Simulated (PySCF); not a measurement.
# How methods differ on the ionisation energy of In⁺

In⁺ [Kr] 4d10 5s2 (1S) → In²⁺ [Kr] 4d10 5s1 (2S), as a difference of total energies. Computed with PySCF 2.14 in aug-cc-pVTZ-PP with one added diffuse shell each of d, f type with ECP28MDF (6s5p5d3f, 67 functions), with scalar relativity through the core potential. Correlated levels: valence: 4s2 4p6 4d10 frozen. The calculations carry no spin-orbit coupling.

| method | ionisation energy (eV) | error (eV) |
| --- | --- | --- |
| UHF | 17.012 | -1.858 |
| LDA | 19.496 | +0.626 |
| PBE | 19.048 | +0.178 |
| PBE0 | 18.716 | -0.154 |
| r2SCAN | 18.795 | -0.075 |
| BLYP | 19.169 | +0.299 |
| PW91 | 19.129 | +0.259 |
| LC-wPBE | 18.495 | -0.375 |
| revPBE | 18.883 | +0.013 |
| MP2 (valence) | 17.646 | -1.224 |
| SCS-MP2 (valence) | 17.773 | -1.097 |

Reference: 18.870 eV (measured; NIST Atomic Spectra Database, ionization energies).

Errors of the correlated levels include the incompleteness of this basis and the frozen core.

MP2 underrates the near-degeneracy of ns² with np² in the lower species.
